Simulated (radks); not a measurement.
Values are calculated unless marked as measured or tabulated.
Problem. Neutral calcium, [Ar] 4s2. Level of theory: non-relativistic Kohn-Sham, PBE, spin-polarised, spherical densities, point nucleus (a radial shooting solver on a logarithmic mesh with Libxc functionals). Every spin shell is full or empty, so the densities are truly spherical. Functionals are evaluated on that one density, not self-consistently. Rank these exchange functionals by their error against the exact value of the orbitals, and give that value: LDA, PBE, PBEsol, RPBE, PW86, OPTX, WC, AM05, SOGGA, SCAN, MS2, Tao-Mo, TASK, MVS.

Solution. Exact: -35.1892 hartree. From best to worst, with 100 (|E| - |E exact|)/|E exact| (equal figures are ties): MS2 +0.01, RPBE -0.02, OPTX +0.16, MVS -0.21, Tao-Mo -0.23, SCAN +0.27, PW86 +0.45, PBE -0.48, WC -1.42, TASK -3.08, PBEsol -3.25, SOGGA -3.29, AM05 -6.54, LDA -7.36.
